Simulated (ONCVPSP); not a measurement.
## Reading a pseudo-wave (S)

Columns: radius, all-electron u(r) and pseudo u(r) of the 2s shell (level -222.97 eV) of sulfur in the configuration [He] 2s2 2p6 3s2 3p3; PBEsol, scalar-relativistic, ONCV scheme, ONCVPSP 4.0.1.

```json
{"r (bohr)": "0.038", "all-electron": "-0.6748", "pseudo": "0.2122"}
{"r (bohr)": "0.075", "all-electron": "-0.5992", "pseudo": "0.4145"}
{"r (bohr)": "0.113", "all-electron": "-0.2257", "pseudo": "0.6138"}
{"r (bohr)": "0.150", "all-electron": "0.2096", "pseudo": "0.7949"}
{"r (bohr)": "0.188", "all-electron": "0.6237", "pseudo": "0.9638"}
{"r (bohr)": "0.225", "all-electron": "0.9519", "pseudo": "1.1070"}
{"r (bohr)": "0.263", "all-electron": "1.2032", "pseudo": "1.2292"}
{"r (bohr)": "0.300", "all-electron": "1.3669", "pseudo": "1.3207"}
{"r (bohr)": "0.338", "all-electron": "1.4645", "pseudo": "1.3851"}
{"r (bohr)": "0.375", "all-electron": "1.5033", "pseudo": "1.4185"}
{"r (bohr)": "0.413", "all-electron": "1.4981", "pseudo": "1.4237"}
{"r (bohr)": "0.450", "all-electron": "1.4610", "pseudo": "1.4033"}
{"r (bohr)": "0.488", "all-electron": "1.3987", "pseudo": "1.3590"}
{"r (bohr)": "0.525", "all-electron": "1.3226", "pseudo": "1.2980"}
{"r (bohr)": "0.563", "all-electron": "1.2348", "pseudo": "1.2215"}
{"r (bohr)": "0.600", "all-electron": "1.1444", "pseudo": "1.1382"}
{"r (bohr)": "0.638", "all-electron": "1.0502", "pseudo": "1.0479"}
{"r (bohr)": "0.675", "all-electron": "0.9598", "pseudo": "0.9590"}
{"r (bohr)": "0.713", "all-electron": "0.8700", "pseudo": "0.8697"}
{"r (bohr)": "0.750", "all-electron": "0.7870", "pseudo": "0.7867"}
{"r (bohr)": "0.788", "all-electron": "0.7069", "pseudo": "0.7067"}
{"r (bohr)": "0.825", "all-electron": "0.6345", "pseudo": "0.6344"}
{"r (bohr)": "0.863", "all-electron": "0.5660", "pseudo": "0.5659"}
{"r (bohr)": "0.900", "all-electron": "0.5051", "pseudo": "0.5050"}
{"r (bohr)": "0.938", "all-electron": "0.4483", "pseudo": "0.4482"}
{"r (bohr)": "0.975", "all-electron": "0.3983", "pseudo": "0.3982"}
```

Question: How many radial nodes do the two functions have?

Answer: The all-electron 2s function has n − l − 1 = 1; the pseudo-wave has 0, since the states of the same l below it are removed with the core.

Question: At about which radius was the pseudo-wave matched?

Answer: 0.75 bohr, where the columns begin to agree (steps of 0.04 bohr).

Question: Is the pseudo-wave norm-conserving?

Answer: Yes: the ONCV scheme keeps the norm inside the radius equal to the all-electron one, which fixes the energy derivative of the logarithmic derivative at the level.
